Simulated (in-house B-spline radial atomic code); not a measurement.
Orbital energies and mean radii along the 31-electron series, configuration [Ar] 3d10 4s2 4p1. The effective charge is n√(-2ε), a non-relativistic measure. Computed with an all-electron radial atomic-structure program (B-spline basis): non-relativistic Hartree-Fock, average of the configuration, point nuclei.

This level leaves out relativity, spin-orbit splitting included, which matters for heavy ions.

```csv
ion,Z,energy of 2s (Eh),mean radius of 2s (bohr),energy of 4s (Eh),mean radius of 4s (bohr),effective charge of 2s
Ce27+,58,-257.6,0.11176,-36.249,0.59261,45.396
Pr28+,59,-268.91,0.10973,-38.476,0.57789,46.382
Nd29+,60,-280.48,0.10778,-40.766,0.56391,47.369
Pm30+,61,-292.3,0.1059,-43.119,0.5506,48.357
Sm31+,62,-304.37,0.10408,-45.535,0.53793,49.345
Eu32+,63,-316.69,0.10232,-48.014,0.52584,50.334
Gd33+,64,-329.26,0.10062,-50.556,0.51429,51.323
Tb34+,65,-342.08,0.098969,-53.161,0.50325,52.313
Dy35+,66,-355.16,0.097375,-55.828,0.49269,53.303
Ho36+,67,-368.48,0.095831,-58.559,0.48257,54.294
Er37+,68,-382.06,0.094335,-61.352,0.47286,55.285
```

(1) How does the screening of 2s change?

Results:

(1) Z less the effective charge goes from 12.60 at Z = 58 to 12.71 at Z = 68.
